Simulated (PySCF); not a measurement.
Cr(O)(OH)4 (CrH4O5), SMILES [O]=[Cr]([OH])([OH])([OH])[OH], multiplicity 1.

Geometry: B3LYP-D3(BJ)/def2-SVP. The multiplicity is an assumed one; other spin states were not compared. One conformer was computed; it need not be the lowest.

These are CAM-B3LYP/def2-TZVP in PySCF values and carry that method's errors.

Gas-phase values at a fixed geometry.

```
Item                                                                                                           Result
---------------------------------------------------------------------------------------------  ----------------------
total energy                                                                                      -1423.10127 hartree
point group                                                                                                        Cs
highest occupied level                                                                                      -10.22 eV
lowest empty level                                                                                           -3.37 eV
orbital gap                                                                                                   6.85 eV
dipole moment                                                                                                  1.56 D
quadrupole, principal values (traceless, Buckingham form, about the centre of nuclear charge)  -5.01, -0.85, 5.86 D·Å
mean static polarisability                                                                       59.6 bohr³ (8.83 Å³)
polarisability, principal values                                                               53.0, 57.8, 67.9 bohr³
```
